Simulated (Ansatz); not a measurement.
Basis-set extrapolation for `CC(C#N)(C#N)C#N` (PBE0-D4/def2-TZVP geometry, frozen core, Ansatz). Multiplicity 1, RHF reference.

```json
{"": "HF", "def2-TZVPP": "-354.511999", "def2-QZVPP": "-354.525842"}
{"": "MP2 correlation", "def2-TZVPP": "-1.333264", "def2-QZVPP": "-1.419038"}
{"": "CCSD(T) correlation", "def2-TZVPP": "-1.413001", "def2-QZVPP": "not run"}
```

Energies in hartree. Use E(X) = E(∞) + A·exp(−7.88·√X) for Hartree–Fock and E(X) = E(∞) + B·X^(−2.97) for correlation, with X = 3 and 4, and add CCSD(T) minus MP2 of the smaller set to the MP2 limit.

What is the CCSD(T) energy at the basis-set limit?

HF limit: -354.525842 + (-0.013843) × 0.13774 = -354.52775. MP2 limit: -1.419038 + (-0.085774) × 0.74074 = -1.48257. Higher-order term: -1.413001 − (-1.333264) = -0.07974. Total: -356.09006 hartree, 433.4 kJ/mol below CCSD(T)/def2-TZVPP.
